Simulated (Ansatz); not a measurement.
Results of the Gaussian-basis code of Ansatz.

Basis-set series for C3H4AlI (`IC1=[CH][AlH][CH2]1`). The species carries charge 0 and has multiplicity 1. I: def2 effective core potential. The geometry is a stationary point of PBE0-D4/def2-TZVP.

```tsv
functional	basis	functions	energy (Eh)	HOMO (eV)	LUMO (eV)
PBE0-D4	def2-TZVPP	241	-656.63192	-7.03	-1.58
PBE0-D4	def2-QZVPP	443	-656.64667	-7.04	-1.61
ωB97M-V	def2-TZVPP	241	-656.78267	-9.11	0.08
ωB97M-V	def2-QZVPP	443	-656.79684	-9.12	-0.08
```

Give the rows for def2-SVP. (Best estimate.)

The calculation gave: 
```csv
functional,basis,functions,energy (Eh),HOMO (eV),LUMO (eV)
PBE0-D4,def2-SVP,106,-656.41053,-6.95,-1.53
ωB97M-V,def2-SVP,106,-656.55533,-9.00,0.21
```

Positive LUMOs are unbound and depend on the basis.
